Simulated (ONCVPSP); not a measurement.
# zinc (Zn), ONCV: configuration errors across variants

| Quantity | Value |
| --- | --- |
| Element | zinc |
| Generator | ONCVPSP 4.0.1 |
| Type | optimised norm-conserving Vanderbilt (ONCV) |
| Functional | PBEsol |
| Relativity | scalar-relativistic |
| Frozen core | [Ar] |
| Valence charge | 12 |
| Reference configuration | 3d10 4s2 |
| Partial waves | 4s: rc 1.65 bohr, ncon 5, nbas 8, qcut 5 1/bohr, 2 projectors, debl 0.5 Ha; p scattering state at 0.07 Ha: rc 1.50 bohr, ncon 4, nbas 8, qcut 5.2 1/bohr, 1 projector; 3d: rc 0.80 bohr, ncon 3, nbas 7, qcut 18.9 1/bohr, 2 projectors, debl 0.8 Ha |
| Local potential | polynomial inside 0.65 bohr (lpopt 4, dvloc0 0 Ha) |
| Core correction | none |

All-electron excitation energies from the reference (eV): (1) 3d10 4s1 9.900; (2) 3d10 4s0 28.249; (3) 3d9 4s0 68.758; (4) 3d10 4s1 4p1 5.126.

2 further variants failed, have other tests or too few solved ones, and are left out.

A true bound ghost makes a file unfit for plane-wave use even where its test errors are small: the radial tests pick states by their node count and pass the ghost by.

Errors AE − PS in meV (a dash: test not solved or not reliable):

```csv
change,(1),(2),(3),(4),bound ghosts,GHOST(+) flags above zero
base,-5.4,-10,+61,-1.6,"s, p",s
"core correction polynomial model core, fcfact 0.75",-8.8,-53,-100,-3.6,"s, p",s
"local potential polynomial inside 0.80 bohr (lpopt 5, dvloc0 3 Ha)",-5.4,-10,+61,–,s,s
s: qcut 4; p: qcut 4.1; d: qcut 15,-5.7,-12,+57,-1.6,"s, p",s
p: qcut 3.8,-5.4,-10,+61,-1.3,"s, p",s
```

(1) Give the same row for: s: qcut 4.2.

Answers

(1) -5.8, -13, +65, -1.9; bound ghosts: s, p; GHOST(+) flags above zero: s.
